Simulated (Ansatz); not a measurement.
Ligand exchange: C2H9ClSi2 + Sn(CH3)(NH2) → C2H11NSi2 + Sn(CH3)Cl

Species: C2H9ClSi2 `CC[SiH]([SiH3])Cl`, singlet; Sn(CH3)(NH2), singlet; C2H11NSi2 `CC[SiH](N)[SiH3]`, singlet; Sn(CH3)Cl, singlet. The partners trade Cl for NH2: Si–Cl and Sn–NH2 bonds give way to Si–NH2 and Sn–Cl.

Shapes, held fixed at every level: PBE0-D4/def2-TZVP. Flexible molecules stand in one conformer, not always the lowest. Programs: Ansatz 0.2.0. Electronic energies: no zero-point or thermal term.

| level | kind | ΔE (kJ/mol) | less CCSD(T)/def2-TZVPP |
| --- | --- | --- | --- |
| r2SCAN-D4/def2-TZVPP | meta-GGA | -32.6 | -2.8 |
| B3LYP-D4/def2-TZVPP | global hybrid | -37.2 | -7.4 |
| wB97M-V/def2-TZVPP | range-separated hybrid | -34.2 | -4.4 |
| B2PLYP/def2-TZVPP | double hybrid | -33.6 | -3.8 |
| MP2/def2-TZVPP | perturbation theory | -27.7 | +2.1 |
| CCSD/def2-TZVPP | coupled cluster or CI | -33.4 | -3.6 |
| CCSD(T)/def2-TZVPP | coupled cluster or CI | -29.8 | 0.0 |

The highest level, CCSD(T)/def2-TZVPP, gives ΔE = -29.8 kJ/mol; the levels span -37.2 to -27.7. The column of differences is taken from that level and isn't an error. No measured value is set beside it here. For atoms past krypton def2 sets carry core potentials with scalar relativity. Outer-core shells of Sn are correlated, in sets that cover them unevenly.
